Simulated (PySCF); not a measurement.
Computed shifts of a molecule C3H7BFN, PBE/pcSseg-1 run with PySCF, GIAO, gas phase, atoms alike by connectivity averaged where their shifts nearly agree, in ppm (number of nuclei): ¹³C: 186.9 (1), 103.4 (1), 5.4 (1). ¹⁹F: -106.1 (1). ¹⁵N: 112.9 (1). ¹H: 5.34 (1), 5.08 (1), 4.15 (1), 3.98 (1), 0.80 (3). References: ¹³C against TMS (σ = 182.0 ppm); ¹⁹F against CFCl3 (σ = 133.6 ppm); ¹¹B against BF3 (σ = 83.9 ppm); ¹⁵N against NH3 (σ = 267.0 ppm); ¹H against TMS (σ = 31.49 ppm), references at their B3LYP-D3(BJ)/def2-TZVP geometries, non-relativistic. Coordinates come from a ωB97X-D3(BJ)/def2-SVP optimisation. Other conformers were not sampled.

Task: Which molecule gave these data?
A. C=CB(N)CF
B. C=C(F)B(C)N
C. C=C(C)B(N)F
D. NB1CC(F)C1

Result: B, C=C(F)B(C)N
